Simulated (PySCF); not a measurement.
## Calculated data, FH₂Si

Computed with PySCF 2.14.0. Calculation on a computer-drawn molecule: vertical ionisation energy to the stated ion spin, frozen-core CCSD(T) at the basis limit and cheaper methods, single-reference cases, UHF for radicals, no spin-orbit; all values are single points at the evaluated structure, the first of each entry, which is the reference or a displaced copy of it and isn't optimised; the reference structure only sets the zero of the energies above reference; triples share is (T) over the correlation energy.

Common to all runs: charge 0; multiplicity 2; ion multiplicity 1; diffuse functions no; basis cc-pV(n+d)Z; reference is the Hartree-Fock double-zeta minimum; best is HF at quadruple zeta + MP2 correlation extrapolated from triple and quadruple zeta + CCSD(T) minus MP2 at triple zeta; basis step is the size of the change from the same recipe one zeta lower.

(1) 
```xyz
4
formula=FH2Si ionisation_energy_best=9.121 ionisation_energy_basis_step=0.05262 energy_above_reference_best=0 energy_above_reference_basis_step=0 total_energy_HF_triple_zeta=-389.6040 total_energy_CCSD(T)_triple_zeta=-389.9898 total_energy_best=-390.0594 T1_diagnostic_at_triple_zeta=0.01408 D1_diagnostic_at_triple_zeta=0.04202 spin_squared_at_triple_zeta=0.7536 ion_T1_diagnostic_at_triple_zeta=0.01809 ion_D1_diagnostic_at_triple_zeta=0.05291 triples_share_at_triple_zeta=0.02731 basis_functions_triple_zeta=97 dipole_magnitude_HF_at_triple_zeta=1.497 dipole_magnitude_CCSD_unrelaxed_at_triple_zeta=1.262 dipole_magnitude_PBE_at_triple_zeta=1.101 dipole_magnitude_r2SCAN_at_triple_zeta=1.169 dipole_magnitude_B3LYP_at_triple_zeta=1.245 dipole_magnitude_wB97X_at_triple_zeta=1.263
F     -2.3769     0.6420     1.5055
Si    -2.7052     0.4107     3.0751
H     -1.4815    -0.1055     3.7244
H     -3.8160    -0.5604     3.1690
```

Units: ionisation_energy_best, ionisation_energy_basis_step in eV; energy_above_reference_best, energy_above_reference_basis_step in kcal/mol; total_energy_HF_triple_zeta, total_energy_CCSD(T)_triple_zeta, total_energy_best in hartree; dipole_magnitude_HF_at_triple_zeta, dipole_magnitude_CCSD_unrelaxed_at_triple_zeta, dipole_magnitude_PBE_at_triple_zeta, dipole_magnitude_r2SCAN_at_triple_zeta, dipole_magnitude_B3LYP_at_triple_zeta, dipole_magnitude_wB97X_at_triple_zeta in debye.

Reference structure:
```xyz
4
FH2Si
F     -2.3769     0.6420     1.5055
Si    -2.7052     0.4107     3.0751
H     -1.4815    -0.1055     3.7244
H     -3.8160    -0.5604     3.1690
```

Drawn bonds:
| atom | other atom | order |
| --- | --- | --- |
| 1 | 2 | 1 |
| 2 | 3 | 1 |
| 2 | 4 | 1 |

Triple zeta:
| method | ionisation energy (eV) | energy above reference (kcal/mol) |
| --- | --- | --- |
| HF | 8.958 | 0 |
| PBE | 9.031 | 0 |
| r2SCAN | 9.246 | 0 |
| B3LYP | 9.166 | 0 |
| wB97X | 9.08 | 0 |
| MP2 | 8.999 | 0 |
| CCSD | 9.058 | 0 |
| CCSD(T) | 9.038 | 0 |

(2) 
```xyz
4
formula=FH2Si ionisation_energy_best=9.226 ionisation_energy_basis_step=0.05786 energy_above_reference_best=3.596 energy_above_reference_basis_step=0.2862 total_energy_HF_triple_zeta=-389.5964 total_energy_CCSD(T)_triple_zeta=-389.9842 total_energy_best=-390.0537 T1_diagnostic_at_triple_zeta=0.01474 D1_diagnostic_at_triple_zeta=0.04396 spin_squared_at_triple_zeta=0.7537 ion_T1_diagnostic_at_triple_zeta=0.01956 ion_D1_diagnostic_at_triple_zeta=0.05767 triples_share_at_triple_zeta=0.02798 basis_functions_triple_zeta=97 dipole_magnitude_HF_at_triple_zeta=1.85 dipole_magnitude_CCSD_unrelaxed_at_triple_zeta=1.577 dipole_magnitude_PBE_at_triple_zeta=1.391 dipole_magnitude_r2SCAN_at_triple_zeta=1.472 dipole_magnitude_B3LYP_at_triple_zeta=1.552 dipole_magnitude_wB97X_at_triple_zeta=1.58
F     -2.3265     0.6892     1.3506
Si    -2.6078     0.4209     2.9836
H     -1.4122    -0.1098     3.5504
H     -3.8098    -0.5649     3.0966
```

Units: ionisation_energy_best, ionisation_energy_basis_step in eV; energy_above_reference_best, energy_above_reference_basis_step in kcal/mol; total_energy_HF_triple_zeta, total_energy_CCSD(T)_triple_zeta, total_energy_best in hartree; dipole_magnitude_HF_at_triple_zeta, dipole_magnitude_CCSD_unrelaxed_at_triple_zeta, dipole_magnitude_PBE_at_triple_zeta, dipole_magnitude_r2SCAN_at_triple_zeta, dipole_magnitude_B3LYP_at_triple_zeta, dipole_magnitude_wB97X_at_triple_zeta in debye.

Reference structure:
```xyz
4
FH2Si
F     -2.3769     0.6420     1.5055
Si    -2.7052     0.4107     3.0751
H     -1.4815    -0.1055     3.7244
H     -3.8160    -0.5604     3.1690
```

Drawn bonds:
| atom | other atom | order |
| --- | --- | --- |
| 1 | 2 | 1 |
| 2 | 3 | 1 |
| 2 | 4 | 1 |

Triple zeta:
| method | ionisation energy (eV) | energy above reference (kcal/mol) |
| --- | --- | --- |
| HF | 9.08 | 4.757 |
| PBE | 9.123 | 2.555 |
| r2SCAN | 9.344 | 3.412 |
| B3LYP | 9.268 | 3.218 |
| wB97X | 9.19 | 3.433 |
| MP2 | 9.103 | 3.602 |
| CCSD | 9.165 | 3.753 |
| CCSD(T) | 9.14 | 3.556 |

(3) 
```xyz
4
formula=FH2Si ionisation_energy_best=9.116 ionisation_energy_basis_step=0.04532 energy_above_reference_best=5.329 energy_above_reference_basis_step=0.5497 total_energy_HF_triple_zeta=-389.5983 total_energy_CCSD(T)_triple_zeta=-389.9812 total_energy_best=-390.0509 T1_diagnostic_at_triple_zeta=0.01332 D1_diagnostic_at_triple_zeta=0.04082 spin_squared_at_triple_zeta=0.7537 ion_T1_diagnostic_at_triple_zeta=0.01655 ion_D1_diagnostic_at_triple_zeta=0.04814 triples_share_at_triple_zeta=0.02636 basis_functions_triple_zeta=97 dipole_magnitude_HF_at_triple_zeta=1.026 dipole_magnitude_CCSD_unrelaxed_at_triple_zeta=0.8299 dipole_magnitude_PBE_at_triple_zeta=0.6865 dipole_magnitude_r2SCAN_at_triple_zeta=0.7521 dipole_magnitude_B3LYP_at_triple_zeta=0.8199 dipole_magnitude_wB97X_at_triple_zeta=0.8077
F     -2.3193     0.5688     1.5620
Si    -2.6246     0.4770     3.0427
H     -1.5172    -0.1355     3.7503
H     -3.7917    -0.5246     3.0574
```

Units: ionisation_energy_best, ionisation_energy_basis_step in eV; energy_above_reference_best, energy_above_reference_basis_step in kcal/mol; total_energy_HF_triple_zeta, total_energy_CCSD(T)_triple_zeta, total_energy_best in hartree; dipole_magnitude_HF_at_triple_zeta, dipole_magnitude_CCSD_unrelaxed_at_triple_zeta, dipole_magnitude_PBE_at_triple_zeta, dipole_magnitude_r2SCAN_at_triple_zeta, dipole_magnitude_B3LYP_at_triple_zeta, dipole_magnitude_wB97X_at_triple_zeta in debye.

Reference structure:
```xyz
4
FH2Si
F     -2.3769     0.6420     1.5055
Si    -2.7052     0.4107     3.0751
H     -1.4815    -0.1055     3.7244
H     -3.8160    -0.5604     3.1690
```

Drawn bonds:
| atom | other atom | order |
| --- | --- | --- |
| 1 | 2 | 1 |
| 2 | 3 | 1 |
| 2 | 4 | 1 |

Triple zeta:
| method | ionisation energy (eV) | energy above reference (kcal/mol) |
| --- | --- | --- |
| HF | 8.974 | 3.611 |
| PBE | 9.036 | 6.442 |
| r2SCAN | 9.253 | 5.283 |
| B3LYP | 9.172 | 5.622 |
| wB97X | 9.084 | 5.399 |
| MP2 | 9.015 | 5.678 |
| CCSD | 9.057 | 5.136 |
| CCSD(T) | 9.041 | 5.413 |

(4) 
```xyz
4
formula=FH2Si
F     -2.3193     0.5688     1.5620
Si    -2.6149     0.4799     2.9958
H     -1.5075    -0.1326     3.7034
H     -3.7820    -0.5217     3.0105
```

Reference structure:
```xyz
4
FH2Si
F     -2.3769     0.6420     1.5055
Si    -2.7052     0.4107     3.0751
H     -1.4815    -0.1055     3.7244
H     -3.8160    -0.5604     3.1690
```

Drawn bonds:
| atom | other atom | order |
| --- | --- | --- |
| 1 | 2 | 1 |
| 2 | 3 | 1 |
| 2 | 4 | 1 |

(5) 
```xyz
4
formula=FH2Si
F     -2.3193     0.5688     1.5620
Si    -2.6177     0.4791     3.0095
H     -1.5103    -0.1334     3.7171
H     -3.7848    -0.5225     3.0242
```

Reference structure:
```xyz
4
FH2Si
F     -2.3769     0.6420     1.5055
Si    -2.7052     0.4107     3.0751
H     -1.4815    -0.1055     3.7244
H     -3.8160    -0.5604     3.1690
```

Drawn bonds:
| atom | other atom | order |
| --- | --- | --- |
| 1 | 2 | 1 |
| 2 | 3 | 1 |
| 2 | 4 | 1 |

(6) 
```xyz
4
formula=FH2Si
F     -2.4602     0.6345     1.5453
Si    -2.7488     0.3124     3.1311
H     -1.5734    -0.1036     3.6750
H     -3.8835    -0.6226     3.2028
```

Reference structure:
```xyz
4
FH2Si
F     -2.3769     0.6420     1.5055
Si    -2.7052     0.4107     3.0751
H     -1.4815    -0.1055     3.7244
H     -3.8160    -0.5604     3.1690
```

Drawn bonds:
| atom | other atom | order |
| --- | --- | --- |
| 1 | 2 | 1 |
| 2 | 3 | 1 |
| 2 | 4 | 1 |

**Q.** FH₂Si (entry 4): triples share at triple zeta?
**A.** 0.02586

**Q.** What dipole magnitude HF at triple zeta does the calculation give for FH₂Si (entry 4)?
**A.** 0.7991 debye

**Q.** Give the missing energy above reference basis step for FH₂Si (entry 4).
**A.** 0.8121 kcal/mol

**Q.** Give the missing dipole magnitude wB97X at triple zeta for FH₂Si (entry 4).
**A.** 0.6002 debye

**Q.** Estimate the energy above reference best of FH₂Si (entry 5).
**A.** 9.07 kcal/mol

**Q.** Give the table of triple zeta values for FH₂Si (entry 5).
**A.** 
Triple zeta:
| method | ionisation energy (eV) | energy above reference (kcal/mol) |
| --- | --- | --- |
| HF | 8.886 | 6.688 |
| PBE | 8.964 | 10.64 |
| r2SCAN | 9.178 | 9.027 |
| B3LYP | 9.095 | 9.474 |
| wB97X | 9.004 | 9.169 |
| MP2 | 8.938 | 9.512 |
| CCSD | 8.977 | 8.808 |
| CCSD(T) | 8.963 | 9.189 |

**Q.** FH₂Si (entry 6): total energy best?
**A.** -390.0525 hartree

**Q.** What dipole magnitude r2SCAN at triple zeta does the calculation give for FH₂Si (entry 6)?
**A.** 1.397 debye

**Q.** Estimate the dipole magnitude B3LYP at triple zeta of FH₂Si (entry 6).
**A.** 1.471 debye

**Q.** Give the table of triple zeta values for FH₂Si (entry 6).
**A.** 
Triple zeta:
| method | ionisation energy (eV) | energy above reference (kcal/mol) |
| --- | --- | --- |
| HF | 8.776 | 4.536 |
| PBE | 8.895 | 4.877 |
| r2SCAN | 9.099 | 4.609 |
| B3LYP | 9.018 | 4.397 |
| wB97X | 8.922 | 4.505 |
| MP2 | 8.838 | 4.14 |
| CCSD | 8.908 | 4.391 |
| CCSD(T) | 8.889 | 4.402 |

Further results for FH₂Si (entry 4):

* ionisation energy best: 9.004 eV
* ionisation energy basis step: 0.04265 eV
* energy above reference best: 11.09 kcal/mol
* total energy HF triple zeta: -389.5906 hartree
* total energy CCSD(T) triple zeta: -389.9719 hartree
* total energy best: -390.0417 hartree
* T1 diagnostic at triple zeta: 0.01291
* D1 diagnostic at triple zeta: 0.03943
* spin squared at triple zeta: 0.7537
* ion T1 diagnostic at triple zeta: 0.01561
* ion D1 diagnostic at triple zeta: 0.04503
* basis functions triple zeta: 97
* dipole magnitude CCSD unrelaxed at triple zeta: 0.6278 debye
* dipole magnitude PBE at triple zeta: 0.502 debye
* dipole magnitude r2SCAN at triple zeta: 0.5626 debye
* dipole magnitude B3LYP at triple zeta: 0.6223 debye

Triple zeta:
| method | ionisation energy (eV) | energy above reference (kcal/mol) |
| --- | --- | --- |
| HF | 8.85 | 8.433 |
| PBE | 8.934 | 12.84 |
| r2SCAN | 9.147 | 11.04 |
| B3LYP | 9.063 | 11.54 |
| wB97X | 8.971 | 11.2 |
| MP2 | 8.906 | 11.58 |
| CCSD | 8.944 | 10.8 |
| CCSD(T) | 8.931 | 11.23 |

Further results for FH₂Si (entry 5):

* ionisation energy best: 9.037 eV
* ionisation energy basis step: 0.04338 eV
* energy above reference basis step: 0.7356 kcal/mol
* total energy HF triple zeta: -389.5934 hartree
* total energy CCSD(T) triple zeta: -389.9752 hartree
* total energy best: -390.0449 hartree
* T1 diagnostic at triple zeta: 0.01303
* D1 diagnostic at triple zeta: 0.03983
* spin squared at triple zeta: 0.7537
* ion T1 diagnostic at triple zeta: 0.01588
* ion D1 diagnostic at triple zeta: 0.04591
* triples share at triple zeta: 0.026
* basis functions triple zeta: 97
* dipole magnitude HF at triple zeta: 0.862 debye
* dipole magnitude CCSD unrelaxed at triple zeta: 0.6832 debye
* dipole magnitude PBE at triple zeta: 0.552 debye
* dipole magnitude r2SCAN at triple zeta: 0.6139 debye
* dipole magnitude B3LYP at triple zeta: 0.6764 debye
* dipole magnitude wB97X at triple zeta: 0.6572 debye

Further results for FH₂Si (entry 6):

- ionisation energy best: 8.978 eV
- ionisation energy basis step: 0.05641 eV
- energy above reference best: 4.349 kcal/mol
- energy above reference basis step: 0.1782 kcal/mol
- total energy HF triple zeta: -389.5968 hartree
- total energy CCSD(T) triple zeta: -389.9828 hartree
- T1 diagnostic at triple zeta: 0.01419
- D1 diagnostic at triple zeta: 0.04159
- spin squared at triple zeta: 0.7535
- ion T1 diagnostic at triple zeta: 0.01825
- ion D1 diagnostic at triple zeta: 0.05364
- triples share at triple zeta: 0.02725
- basis functions triple zeta: 97
- dipole magnitude HF at triple zeta: 1.744 debye
- dipole magnitude CCSD unrelaxed at triple zeta: 1.493 debye
- dipole magnitude PBE at triple zeta: 1.323 debye
- dipole magnitude wB97X at triple zeta: 1.5 debye
